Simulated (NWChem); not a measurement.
[CH3][Nb](=[O])([Cl])[Cl] (CH₃Cl₂NbO), optimised at PBE0/def2-SVP with NWChem:

| Quantity | Value |
|---|---|
| highest occupied level (eV) | -9.07 |
| orbital gap (eV) | 6.12 |
| dipole (D) | 2.20 |

One or both are not confirmed as a minimum by frequencies. def2 effective core potentials on Nb; no spin-orbit coupling.

One Nb atom is replaced by V, giving [CH3][V](=[O])([Cl])[Cl] (CH$_{3}$Cl$_{2}$OV), optimised at the same level. How do these values move?


| quantity | new value | change |
|---|---|---|
| highest occupied level (eV) | -9.26 | -0.19 |
| orbital gap (eV) | 5.48 | -0.64 |
| dipole (D) | 2.00 | -0.20 |
